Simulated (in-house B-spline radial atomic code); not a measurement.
A fraction x of an electron is removed from 4d in Ag⁺, starting from [Kr] 4d10 and keeping the highest spin. Level of theory: scalar-relativistic (X2C) PBEsol, spin-polarised, spherical fractional occupations, Fermi nucleus of rms radius 4.5454 fm; calculated with a radial B-spline atomic code at the basis-set limit.

| x | E(x) - E(0) (eV) | 4d down level (eV) |
| --- | --- | --- |
| 0 | 0.0000 | -15.641 |
| 0.01 | 0.1570 | -15.761 |
| 0.21 | 3.5516 | -18.198 |
| 0.32 | 5.6286 | -19.570 |
| 0.38 | 6.8255 | -20.328 |
| 0.5 | 9.3566 | -21.861 |
| 0.58 | 11.1469 | -22.897 |
| 0.65 | 12.7817 | -23.812 |
| 0.78 | 15.9888 | -25.533 |
| 0.95 | 20.5235 | -27.823 |
| 1 | 21.9316 | -28.504 |

The exact functional would give a straight line between the two integer points. Deviations E(x) - E(0) - x[E(1) - E(0)], in eV: -0.062 at x = 0.01, -1.054 at x = 0.21, -1.39 at x = 0.32, -1.509 at x = 0.38, -1.609 at x = 0.5, -1.573 at x = 0.58, -1.474 at x = 0.65, -1.118 at x = 0.78, -0.312 at x = 0.95.

The curve lies below the straight line by up to 1.609 eV (at x = 0.5): convex, the delocalisation error that favours fractional charges.

Q: How well does Slater's transition state (minus the level at half occupation) give the ionisation energy?

A: It gives 21.861 eV against 21.932 eV from the two total energies; NIST lists 21.48 eV, ground level to ground level.
